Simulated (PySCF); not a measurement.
## Nuclear quadrupole coupling in `C/C(=C/F)C(=O)F`

C₄H₄F₂O.
SMILES with atom numbers: `[CH3:1]/[C:2](=[CH:3]/[F:4])[C:5](=[O:6])[F:7]` (hydrogens: H8, H9, H10 on C1; H11 on C3)

Geometry (GFN2-xTB, Å), atoms numbered from 1 in this order:
```
atom  x, y, z in Å
C1    -1.2958    0.1596    0.2672
C2     0.1646    0.0571   -0.0395
C3     0.9111    1.1430   -0.2607
F4     2.2051    1.1050   -0.5397
C5     0.7708   -1.2812   -0.0945
O6     1.8870   -1.6104   -0.2957
F7    -0.1722   -2.2485    0.1341
H8    -1.6142    1.1975    0.2805
H9    -1.5075   -0.2919    1.2351
H10   -1.8731   -0.3832   -0.4795
H11    0.5296    2.1558   -0.2332
```

Field gradients from the PBE0/pcSseg-1 density (PySCF, non-relativistic), principal values in atomic units, ordered |Vxx| ≤ |Vyy| ≤ |Vzz|:

| atom | Vxx | Vyy | Vzz |
| --- | --- | --- | --- |
| O6 | 0.4868 | 1.0845 | -1.5713 |

**Question.** Find the asymmetry η = (Vxx − Vyy)/Vzz and the couplings χ = eQV/h (234.96 MHz × Q in barn × V in au), with Q(17O) = −0.0256 b.

**Answer.** 
```
atom      environment  nucleus     η  χzz (MHz)  χxx (MHz)  χyy (MHz)
  O6  carbonyl oxygen      17O  0.38       9.45      -2.93      -6.52
```

**Question.** What is Vzz at O6 in SI units (1 au = 9.71736 × 10²¹ V/m²)?

**Answer.** -1.5713 au = -15.269 × 10²¹ V/m².

**Question.** And the gradient at the other heavy atoms, for which no coupling is worked out here?

**Answer.** 
| atom | environment | Vzz (au) | η |
| --- | --- | --- | --- |
| C1 | allylic carbon | 0.127 | 0.01 |
| C2 | fully substituted alkene carbon | -0.150 | 0.70 |
| C3 | vinylic C–F carbon | -0.475 | 0.37 |
| F4 | vinyl fluorine | 2.908 | 0.28 |
| C5 | acyl halide carbon | -0.489 | 0.22 |
| F7 | acyl fluorine | 2.512 | 0.35 |

Were the hydrogens deuterons (Q(2H) = 0.00286 b), χzz would run from 207 kHz (H10 and H9) to 212 kHz (H8).

One conformer (not necessarily the lowest) at the GFN2-xTB geometry, without solvent, vibrations or thermal averaging. GFN2-xTB bond lengths can be off by several hundredths of an ångström, more for odd bonds, and the gradients follow them. A larger basis could move these couplings by a tenth or more.
